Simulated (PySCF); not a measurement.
Static response to an electric field

Species: C2H4ClF3Si.
Cartesian coordinates in Å at the GFN2-xTB level; atoms count from 1:
```xyz
11
C2H4ClF3Si angstrom
C     -1.420   -0.752    0.294
Si    -0.252    0.705    0.032
F     -0.094    1.518    1.421
Cl    -0.760    2.025   -1.373
C      1.568    0.102   -0.286
F      1.865   -0.979    0.488
F      1.746   -0.308   -1.573
H     -1.051   -1.406    1.081
H     -1.526   -1.350   -0.608
H     -2.411   -0.410    0.582
H      2.341    0.858   -0.083
```

Level: wB97X-D/def2-SVPD (PySCF), static field, nuclei fixed, core orbitals frozen in the response. The polarisability tensor in these axes (au):

```
x   63.40 -0.49  0.36
y   -0.49 64.71 -6.30
z    0.36 -6.30 59.75
```

**Question.** Give the principal values, the mean and the anisotropy Δα = √{½[(α1 − α2)² + (α2 − α3)² + (α1 − α3)²]}.

**Answer.** Principal values 55.46, 63.33 and 69.07 au; mean 62.62 au = 9.28 Å³ = 10.32 × 10⁻⁴⁰ C²·m²/J; Δα = 11.83 au (19 % of the mean).

**Question.** What is the dipole moment, and where does it point?

**Answer.** (-1.38, -0.23, 0.03) D, 1.40 D in size, pointing from the negative to the positive side. Measured along this direction, the outermost atoms are H11 at the negative end and H10 at the positive end.

**Question.** What depolarisation ratio follows for Rayleigh scattering of linearly polarised light, taking the static tensor?

**Answer.** ρ = 3Δα²/(45ᾱ² + 4Δα²) = 419.8/(176454 + 559.8) = 0.00237.

**Question.** Directions of the eigenvectors, and the extent of the frame along each?

**Answer.** Largest value along (-0.11, 0.82, -0.56), where the nuclei span 4.16 Å; middle along (0.99, 0.09, -0.06), 4.88 Å; least along (0.00, 0.56, 0.83), 3.51 Å. The strongest response doesn't lie along the longest of the three spans.

**Question.** Refractivity n − 1 of an ideal gas of it at 400 K and 1 atm, from the electronic α?

**Answer.** N = p/kT = 1.8347 × 10¹⁹ cm⁻³, so n − 1 = 2π × N × 9.28 × 10⁻²⁴ cm³ = 1070 × 10⁻⁶ at long wavelengths.

One conformer (not necessarily the lowest) at the GFN2-xTB geometry, without solvent, vibrations or thermal averaging.

The run behind these numbers computed excited states as well. The run took 2.0 min wall, 98 s CPU on Intel Xeon at 2.50 GHz, one thread, shared host with 64 logical CPUs at a one-minute load of 58, and the process peaked at 0.82 GiB of memory.
